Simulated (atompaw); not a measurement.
**PBE PAW (atompaw) dataset for beryllium (Be), non-relativistic all-electron reference.**

Be (Z = 4), PAW, made with atompaw 4.2.0.5 (PBE, non-relativistic). Core [He], reference 2s2 2p0. Waves: 2s (bound): rc 3.00 bohr; 2s channel at 3.8 Ry: rc 2.15 bohr; 2p (bound, empty): rc 3.00 bohr; 2p channel at 0.25 Ry: rc 3.00 bohr; 3d channel at 0.45 Ry: rc 3.00 bohr; 3d channel at 2.45 Ry: rc 3.00 bohr. Local part: troulliermartins scheme with l = 3 at 0 Ry, radius 2.15 bohr. Core correction: smooth core density matched at 1.55 bohr. Augmentation charge: gaussian compensation charge, radius 2.20 bohr; PAW radius 3.00 bohr; waves and projectors: custom rrkj gramschmidtortho.

Poles of the logarithmic derivatives, all-electron (AE) and pseudo (PS). s: poles at 0.2, 4.6 (AE) and 0.2, 4.6 (PS) Ry. p: poles at 0.5, 4.0 (AE) and 0.5, 3.0 (PS) Ry. d: poles at 2.4 (AE) and 2.4 (PS) Ry. Test radius 3.01 bohr.

- Cutoffs needed: 6 Ry and 6 Ry (the cutoffs (Ry, on a coarse ladder) from which the occupation-weighted sum of valence levels, in a spherical-Bessel basis at the reference potential, stays within 10 and 1 mRy of its value at 400 Ry)
- Ghost test: no extra level below or beside the all-electron valence levels (s, p, d, f tested) (spherical-Bessel basis up to 400 Ry, 20 bohr box)
- Lowest eigenvalue of the overlap operator: 0.70 (s channel)
- Overlap eigenvalues printed by atompaw (projector basis): 0.00241, 0.238, 0.686, 1.89, 77.1, 653
- Warning: the pseudo core plus compensation charge is negative at some radii, so no UPF file was written
- Share of each valence orbital outside the PAW sphere: 2s 30 %, 2p 47 %
